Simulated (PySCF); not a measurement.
C7H9N.
Numbering: `[H]/[N:1]=[CH:2]\[CH:3]1[CH:4]=[CH:5][CH2:6][CH:7]=[CH:8]1` (hydrogens: H9 on N1; H10 on C2; H11 on C3; H12 on C4; H13 on C5; H14, H15 on C6; H16 on C7; H17 on C8)

Computed with PySCF at B3LYP/def2-SVPD, non-relativistic, on one gas-phase PBE0-D3(BJ)/def2-SVP geometry that isn't relaxed in the solvent. The solvent is an IEF-PCM continuum (cavity from Bondi-type radii × 1.2). The model holds no explicit solvent molecules, cavitation or dispersion.

Gas phase at B3LYP/def2-SVPD: HOMO -6.77 eV, LUMO -0.67 eV, dipole 2.81 D.

Task: What does the continuum do to the energy, the frontier levels and the dipole at B3LYP/def2-SVPD in chloroform and acetone?

Result: 
| solvent | ε | E(solvent) − E(gas) (kJ/mol) | polarisation term (kJ/mol) | distortion of the solute (kJ/mol) | HOMO (eV) | LUMO (eV) | dipole (D) |
| --- | --- | --- | --- | --- | --- | --- | --- |
| chloroform | 4.711 | -18.43 | -20.93 | 2.50 | -6.68 | -0.65 | 3.41 |
| acetone | 20.49 | -24.91 | -29.52 | 4.61 | -6.66 | -0.66 | 3.61 |

The first energy column is the sum of the next two and covers electrostatics alone. The atom shares or the degeneracy of the HOMO differ from the gas phase in acetone, so that column needn't follow one orbital. From chloroform to acetone the lowering changes by a factor 1.35, Onsager's factor (ε − 1)/(2ε + 1) by 1.30 and ε itself by 4.3.

Task: Which radius a makes the point-dipole formula ΔE = −[(ε − 1)/(2ε + 1)]·μ²/a³ give the value in acetone, with the gas-phase dipole?

Result: μ = 1.105 au and |ΔE| = 0.00949 Eh give a = 2.07 Å; the farthest nucleus lies 3.01 Å from the centroid of the nuclei, so such a sphere wouldn't even hold the nuclei. The formula assumes a rigid point dipole at the centre of a sphere.

Task: How does the static polarisability (B3LYP/def2-SVPD, frozen core, with the continuum's full static response) change?

Result: 
```tsv
medium	isotropic (au)	principal values (au)	⟨r²⟩ of the electrons (bohr²)
gas	86.9	68.3, 84.5, 107.9	923.9
chloroform	110.0	86.1, 106.2, 137.8	924.1
acetone	119.7	94.7, 115.2, 149.2	924.1
```

The isotropic value in acetone is 1.38 times the gas-phase one; no cavity-field correction is applied. ⟨r²⟩ is taken about the centre of nuclear charge.

The values belong to the conformer `[H]/[N:1]=[CH:2]\[CH:3]1[CH:4]=[CH:5][CH2:6][CH:7]=[CH:8]1`: N1–C2–C3–C4 -13°.
